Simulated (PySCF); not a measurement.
ClI2: bending curve

All numbers come from UPBE0 in PySCF with Cl def2-SVP, I def2-SVP with ECP28; scalar-relativistic core potentials, no spin–orbit coupling; density-fitted integrals.

Rigid scan from the doublet minimum (Cl–I 2.455 Å, Cl–I 2.733 Å; I–Cl–I 145.6°). Coordinate: the I–Cl–I angle, bonds fixed. Energies in kJ/mol from the minimum.

| bond angle (°) | E (kJ/mol) | dipole size (D) | ⟨S²⟩ |
| --- | --- | --- | --- |
| 80 | 64.9 | 2.59 | 0.76 |
| 90 | 41.5 | 2.93 | 0.76 |
| 100 | 28.2 | 2.68 | 0.76 |
| 110 | 18.4 | 2.31 | 0.77 |
| 120 | 10.2 | 1.97 | 0.77 |
| 130 | 3.9 | 1.67 | 0.78 |
| 140 | 0.5 | 1.40 | 0.78 |
| 150 | 0.4 | 1.13 | 0.78 |
| 160 | 3.7 | 0.84 | 0.78 |
| 170 | 10.4 | 0.50 | 0.78 |
| 180 | 20.1 | 0.25 | 0.77 |

With the bonds held, the linear shape lies 20.1 kJ/mol from the minimum.

Spin–orbit coupling, left out here, can matter for elements this heavy.
